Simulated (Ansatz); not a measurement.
Compare A (`Cl[SiH2][GeH]1[CH2][O]1`) with its isomer B (`[CH3][Ge]1([Cl])[O][SiH2]1`).

Computed with Ansatz on PBE0-D4/def2-TZVP structures; ΔE is electronic, products minus reactants. CBS: MP2 limit from def2 TZ/QZ plus the TZ coupled-cluster correction, frozen cores. Functionals use def2-TZVPP. B3LYP here is the variant with VWN-RPA as its local correlation; programs differ in this. For Ge outer-core shells are correlated without core-valence functions, which leaves a few kJ/mol of doubt a bond. Scalar relativity is left out up to krypton. Each species was taken in one conformer, which may not be the lowest.

**Question.** Which isomer does CCSD(T)/CBS put lower? Give the gap. (Best estimate.)

**Answer.** Computed: B, by 41.4 kcal/mol.

**Question.** Give E(B) − E(A) in kcal/mol with PBE-D4, PBE0-D4, ωB97M-V, CCSD(T)/def2-TZVPP, B3LYP, B3LYP-D4, r2SCAN-D4. (An estimate is asked.)

**Answer.** Ansatz gave: PBE-D4 -38.7, PBE0-D4 -40.3, ωB97M-V -42.3, CCSD(T)/def2-TZVPP -41.8, B3LYP -41.4, B3LYP-D4 -41.6, r2SCAN-D4 -41.7. None reverses the order clearly.

Largest T1 diagnostic: 0.014.

In def2-TZVPP, CCSD(T) changes the Hartree–Fock value by +3.1 kcal/mol (the triples alone add +0.5 kcal/mol) and MP2 by +1.2 kcal/mol. From PBE to PBE0 (25 % exact exchange), in def2-TZVPP and without D4, E(B) − E(A) moves by −1.6 kcal/mol.
